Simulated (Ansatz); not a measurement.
Species: CH4FGe, charge 0, doublet. CH4FGe (SMILES [CH2][GeH2][F], doublet).
B3LYP-D3(BJ)/def2-TZVP minimum from Ansatz (a quantum-chemistry and plane-wave program):
```xyz
7

Ge     0.0459     0.3172     0.1219
F      1.2721    -0.9475     0.0851
C     -1.5618    -0.4105    -0.6369
H     -0.1155     0.6744     1.6062
H      0.6265     1.4615    -0.7208
H     -1.7641    -0.3660    -1.6997
H     -2.2955    -0.9298    -0.0331
```
Charge 0, spin multiplicity 2.

Wanted: atomisation energy (electronic, to ground-state atoms), in kcal/mol. UHF or UKS for unpaired electrons; spin-orbit terms are left out. Correlated methods leave the cores frozen (noble-gas shells, and filled d and f shells in the p block). No relativity. CBS(X,Y): correlation extrapolated as X^-3, Hartree-Fock from the larger set. A bracket is a step between two methods taken in the basis named. Double hybrids freeze cores in their MP2 part. For partners of very few electrons the exact lower level stands in for a higher one.

CCSD(T)/CBS(cc-pVTZ,cc-pVQZ) + [CCSDT(Q) - CCSD(T)]/cc-pVDZ (Ansatz) gives 532.2 kcal/mol.

**Question.** What does PBE/def2-TZVPD (Ansatz) give here, and how do the other levels compare?

**Answer.** PBE gives 531.6 kcal/mol, 0.6 kcal/mol below it. Differences of the others: r2SCAN/def2-TZVPD (Ansatz) 1.6; PBE0/def2-TZVPD (Ansatz) -7.4; wB97M-V/def2-TZVPD (Ansatz) -5.4; B2PLYP/def2-TZVPD (Ansatz) -10.0; CCSD(T)/CBS(cc-pVTZ,cc-pVQZ) (Ansatz) -0.6 kcal/mol.
